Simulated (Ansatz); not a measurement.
`O=[C]1[O][Al]1[F]`. Charge 0, multiplicity 1. The geometry is a stationary point of PBE0-D4/def2-TZVP.

```xyz
5

O    -1.666    1.396    0.200
C    -0.775    0.640    0.096
O    -0.673   -0.670    0.486
Al    0.862   -0.280   -0.249
F     2.252   -1.086   -0.533
```

**Question.** What is the dipole moment at B3LYP/def2-TZVPP? (Estimate.)

**Answer.** Computed: 2.73 D, with components (2.54, -0.55, -0.82) D in this frame, pointing from negative to positive charge.

**Question.** And with PBE, r2SCAN, ωB97M-V? (Estimate.)

**Answer.** Computed: PBE 2.29 D, r2SCAN 2.57 D, ωB97M-V 3.02 D.

**Question.** Give the Mulliken charges with B3LYP, r2SCAN, ωB97M-V in def2-TZVPP. (Estimate.)

**Answer.** Computed: 
| atom | B3LYP | r2SCAN | ωB97M-V |
| --- | --- | --- | --- |
| O1 | -0.18 | -0.21 | -0.20 |
| C2 | 0.19 | 0.15 | 0.18 |
| O3 | -0.27 | -0.28 | -0.27 |
| Al4 | 0.53 | 0.62 | 0.56 |
| F5 | -0.27 | -0.27 | -0.27 |

B3LYP here is the variant with VWN-RPA as its local correlation; programs differ in this.
